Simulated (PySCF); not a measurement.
**How methods differ on the excitation energy of Be**

Be [He] 2s2 (1S) → Be [He] 2p2 (3P), as a difference of total energies. Computed with PySCF 2.14 in def2-TZVPPD (5s4p1d, 22 functions), with no relativity, point nucleus. Correlated levels: valence and next inner shell: nothing frozen. The calculations carry no spin-orbit coupling.

| method | excitation energy (eV) | error (eV) |
| --- | --- | --- |
| UHF | 6.463 | -0.938 |
| MP2 (valence and next inner shell) | 7.052 | -0.349 |
| SCS-MP2 (valence and next inner shell) | 7.286 | -0.115 |
| CCSD (valence and next inner shell) | 7.464 | +0.063 |
| CCSD(T) (valence and next inner shell) | 7.471 | +0.070 |
| CCSDT (valence and next inner shell) | 7.472 | +0.071 |

Reference: 7.401 eV (measured; NIST levels, between the centres of gravity of the two terms).

Errors of the correlated levels include the incompleteness of this basis.
